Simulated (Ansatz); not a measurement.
Stepwise reaction of `[SiH3]O[SiH](Br)O[SiH3]` with methanol, as a gas-phase model of exchange steps in deposition or etching. ΔE in kJ/mol.

Program: Ansatz. Geometries: PBE0-D4/def2-TZVP. ΔE: electronic, gas phase. CCSD(T)/CBS adds triple-zeta CCSD(T) − MP2 to the extrapolated MP2 energy (def2 sets, frozen cores). This one scheme is used for every species. Functionals use def2-TZVPP. B3LYP here is the variant with VWN-RPA as its local correlation; programs differ in this. For Br outer-core shells are correlated without core-valence functions, which leaves a few kJ/mol of doubt a bond. Scalar relativity is left out up to krypton. Each species was taken in one conformer, which may not be the lowest.

```tsv
step	reaction	PBE-D4	B3LYP-D4	ωB97M-V	CCSD(T)/CBS
1	`[SiH3]O[SiH](Br)O[SiH3]` + CH₃OH → `CO[SiH](Br)O[SiH3]` + `O[SiH3]`	15.4	19.0	16.6	18.4
2	`CO[SiH](Br)O[SiH3]` + CH₃OH → `CO[SiH](Br)OC` + `O[SiH3]`	17.6	21.7	19.3	21.3
```

Question: By hand: ΔE of the 2 steps together at CCSD(T)/CBS.

Answer: (18.4) + (21.3) = 39.7 kJ/mol, or 19.9 kJ/mol a step.

In ΔE the steps differ by no more than 2.9 kJ/mol. All are uphill at CCSD(T)/CBS. PBE-D4 differs from CCSD(T)/CBS by -3.7 to -3.0 kJ/mol a step. Isolated molecules leave out the surface, adducts and barriers. Largest T1 diagnostic: 0.011.
